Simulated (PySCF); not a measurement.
C5H9F3OSi.
SMILES with atom numbers: `[F:1][C:2]([F:3])([F:4])[SiH:5]1[CH2:6][CH2:7][O:8][CH2:9][CH2:10]1`

NICS = −σ at a ghost point: NICS(0) at the centroid of the ring atoms, NICS(1) 1 Å to either side along the normal of their mean plane, zz for the tensor component along that normal. Level: GIAO PBE0/pcSseg-1 (PySCF, non-relativistic, gas phase) on the PBE0-D3(BJ)/def2-SVP geometry, one conformer.

Ring bond lengths (Å), with Mayer bond orders in brackets: Si5–C6 1.877 (0.94), C6–C7 1.533 (1.02), C7–O8 1.403 (0.94), O8–C9 1.402 (0.94), C9–C10 1.533 (1.02), C10–Si5 1.877 (0.94).

Problem. Give the NICS values of each ring in ppm.

Solution. 
```tsv
ring	type	NICS(0)	NICS(1), two faces	NICS(1)zz, two faces	rms pucker (Å)	centre to ring atoms, mean (Å)
Si5–C6–C7–O8–C9–C10	6-membered ring with O and Si; formal bonds all single	-1.9	-1.7 / -1.9	2.2 / 4.1	0.23	1.54
```

Problem. What do they say, and how far can they be read as aromaticity?

Solution. 
- Si5–C6–C7–O8–C9–C10: mean NICS(1)zz 3.2 ppm, deshielded. Si5, C6, C7, C9, C10 have four or more neighbours, and the NICS criterion for π rings isn't applied.

Problem. At the second NICS(1) probe listed for ring Si5–C6–C7–O8–C9–C10, 1 Å off the ring, how large is the induced field along the normal in 7.05 T applied along it?

Solution. NICSzz × B0 = 4.1 ppm × 7.05 T = 29 μT, along the applied field.

Problem. How shielded are the nuclei of the rings and their hydrogens (means over atoms taken as equivalent)?

Solution. 
| atoms | environment | σ isotropic (ppm) | principal values of the symmetric part, first atom (ppm) |
| --- | --- | --- | --- |
| Si5 | SiH silicon | 380.7 | 357.2, 392.0, 393.0 |
| C6 (×2) | sp3 carbon bound to silicon | 176.0 | 156.1, 181.6, 190.3 |
| C7 (×2) | sp3 carbon bound to oxygen | 116.2 | 86.3, 95.5, 166.9 |
| O8 | cyclic ether oxygen | 284.9 | 239.0, 291.0, 324.6 |
| H on Si5 | Si–H hydrogen | 27.01 | 24.0, 25.2, 31.9 |
| H on C6 (×2) | methylene hydrogen | 30.10 | 25.9, 29.2, 35.2 |
| H on C6 (×2) | methylene hydrogen | 30.65 | 26.0, 28.2, 37.8 |
| H on C7 (×2) | methylene hydrogen | 26.96 | 21.6, 26.5, 32.8 |
| H on C7 (×2) | methylene hydrogen | 28.12 | 23.2, 27.9, 33.2 |

Problem. How do the values depend on the level or the medium?

Solution. 
```tsv
level	NICS(0), Si5–C6–C7–O8–C9–C10	mean NICS(1)zz, Si5–C6–C7–O8–C9–C10
PBE0/pcSseg-1, gas	-1.9	3.2
wB97X-D/pcSseg-1, gas	-1.9	3.1
PBE0/pcSseg-1, IEF-PCM water	-1.9	3.3
```

The geometry is the same throughout; the continuum's cavity takes Bondi-type radii × 1.2.

Time: 74 s of wall time; peak memory 1.0 GiB. Hardware: Arm Neoverse N1, one thread, no GPU, shared host with 64 logical CPUs at a one-minute load of 52. This is the whole shielding run at PBE0/pcSseg-1, SCF included.
